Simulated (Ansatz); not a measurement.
Relaxation of FGeH6Si (9 atoms, charge 0, multiplicity 2), to a largest force component of 0.03 eV/Å in at most 50 steps.

All numbers below come from UKS PBE-D4/def2-SVP (Ansatz).

```xyz
9
Properties=species:S:1:pos:R:3:forces:R:3
Ge 0.000 0.000 -0.307 0.00 0.00 -1.38
F 0.000 0.000 1.420 0.00 0.00 1.18
H 1.484 0.000 -0.755 -0.01 0.00 0.00
H -0.741 1.285 -0.755 0.00 0.00 0.00
H -0.741 -1.285 -0.755 0.00 0.00 0.00
Si 0.000 0.000 4.218 0.00 0.00 0.11
H -0.774 -1.206 4.685 0.02 0.02 0.03
H 1.432 -0.068 4.685 -0.03 0.00 0.03
H -0.657 1.274 4.685 0.01 -0.02 0.03
```

Where does it end, and by what steps?

The run converged. The force dipped under the threshold on the way, but the program's further checks kept it going. After 9 steps the energy has fallen by 0.060 eV; H7 moved furthest, 0.32 Å.

```csv
step,energy less start (eV),largest force component (eV/Å),accepted
0,0.0000,1.378,yes
1,-0.0537,0.476,yes
2,-0.0581,0.115,yes
3,-0.0584,0.008,yes
4,-0.0584,0.008,yes
5,-0.0584,0.002,yes
6,-0.0585,0.004,yes
7,-0.0586,0.004,yes
8,-0.0592,0.021,yes
9,-0.0600,0.017,yes
```

```xyz
9
Properties=species:S:1:pos:R:3
Ge 0.015 0.005 -0.481
F 0.032 0.014 1.289
H 1.496 0.002 -0.935
H -0.732 1.287 -0.922
H -0.732 -1.281 -0.910
Si -0.057 -0.018 4.414
H -0.773 -1.204 5.008
H 1.412 -0.073 4.742
H -0.661 1.268 4.917
```

Whether the end is a true minimum wasn't checked by a vibrational analysis.

Run time: 13 s on 4 threads of Arm Neoverse V1 (shared host), peak memory 0.16 GiB.
